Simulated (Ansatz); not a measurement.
`O[SiH2][SiH](F)S` + `[SH][Ge][Cl]` → `O[SiH2][SiH](F)Cl` + `[SH][Ge][SH]`  (redistribution)

Isolated molecules relaxed with PBE0-D4/def2-TZVP in Ansatz; ΔE leaves out vibrations. CCSD(T)/CBS adds triple-zeta CCSD(T) − MP2 to the extrapolated MP2 energy (def2 sets, frozen cores). DFT in def2-TZVPP. B3LYP here is the variant with VWN-RPA as its local correlation; programs differ in this. For Ge outer-core shells are correlated without core-valence functions, which leaves a few kJ/mol of doubt a bond. Scalar relativity is left out up to krypton. Each species was taken in one conformer, which may not be the lowest.

`O[SiH2][SiH](F)S`:

Z-matrix (Å, degrees):
```
Si
Si 1 2.348
O 1 1.651 2 108.0
H 1 1.482 2 112.3 3 -117.3
H 1 1.491 2 108.5 3 122.1
S 2 2.136 1 103.9 3 -54.6
F 2 1.604 1 111.7 3 -175.1
H 2 1.484 1 115.5 3 63.0
H 3 0.960 1 116.8 2 45.3
H 6 1.343 2 95.9 1 150.5
```

`[SH][Ge][Cl]`:

Cartesian coordinates in Å:
```
S 0.375 -0.738 1.208
Ge -0.074 1.311 0.424
Cl -0.491 0.806 -1.673
H 0.191 -1.379 0.041
```

`O[SiH2][SiH](F)Cl`:

```xyz
9

O     1.547    0.003    1.315
Si   -0.088    0.019    1.109
Si   -0.547    0.262   -1.184
F    -2.031   -0.210   -1.537
Cl    0.769   -1.004   -2.139
H     2.052   -0.591    0.756
H    -0.738   -1.240    1.567
H    -0.601    1.161    1.903
H    -0.362    1.602   -1.789
```

`[SH][Ge][SH]`:

Z-matrix (Å, degrees):
```
S
Ge 1 2.241
H 1 1.345 2 99.4
S 2 2.237 1 96.8 3 -0.0
H 4 1.344 2 94.3 1 -180.0
```

```csv
level,ΔE (kcal/mol),difference from CCSD(T)/CBS
PBE-D4,-3.2,1.2
r2SCAN-D4,-4.2,0.2
PBE0-D4,-3.6,0.8
B3LYP-D4,-3.5,0.9
ωB97X-V,-3.5,0.9
ωB97M-V,-3.6,0.8
B2PLYP,-4.0,0.4
PBE,-3.2,1.2
r2SCAN,-4.2,0.2
PBE0,-3.7,0.7
B3LYP,-3.5,0.9
HF/def2-TZVPP,-4.4,0.0
MP2/def2-TZVPP,-4.9,-0.5
SCS-MP2/def2-TZVPP,-4.7,-0.3
CCSD/def2-TZVPP,-4.4,0.0
CCSD(T)/def2-TZVPP,-4.4,0.0
HF/def2-QZVPP,-4.5,-0.1
MP2/def2-QZVPP,-4.9,-0.5
SCS-MP2/def2-QZVPP,-4.7,-0.3
HF/CBS(def2),-4.5,-0.1
MP2/CBS(def2),-4.9,-0.5
CCSD/CBS(def2),-4.5,-0.1
CCSD(T)/CBS,-4.4,0
```

Largest T1 diagnostic among the species: 0.014.
